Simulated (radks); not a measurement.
The numbers below are computed, except where a source is named.
Q: These are the eigenvalues of the occupied orbitals of an atom or ion with whole-number occupations (hartree). Code: a radial shooting solver on a logarithmic mesh with Libxc functionals. Model: scalar-relativistic Kohn-Sham, r2SCAN, spin-polarised, spherical densities, finite nucleus; meta-GGA in the generalised Kohn-Sham scheme; Fermi nuclear charge, rms radius of each element as measured or else 0.836 A^(1/3) + 0.57 fm.

orbital  eigenvalue
1s down   -3246.057
1s up     -3246.057
2s up     -586.1856
2s down   -586.1472
2p up     -503.6279
2p down   -503.5973
3s up     -145.2172
3s down   -145.2109
3p up     -121.4435
3p down   -121.4342
3d up     -97.11939
3d down   -97.09551
4s up     -37.25410
4s down   -37.22418
4p up     -29.42231
4p down   -29.39685
4d up     -20.30504
4d down   -20.27352
5s up     -10.60643
5s down   -10.41758
4f up     -10.25363
4f down   -10.21115
5p up      -8.35709
5p down    -8.12679
5d up      -5.66564

Which element is it, and in what charge state? The configuration may be excited. Open shells, if any, are filled with parallel spins first.

A: Z = 82, lead, charge +9: Pb9+ in [Xe] 4f14 5d5. The list shows which subshells hold electrons but not how many an open one holds; the 1s level, -3246.1 hartree, gives Z - s = 80.6 by -(Z - s)^2/2, which with screening and relativity narrows Z to a few neighbours, and the depths of the outer levels then fix element, charge and occupations together.
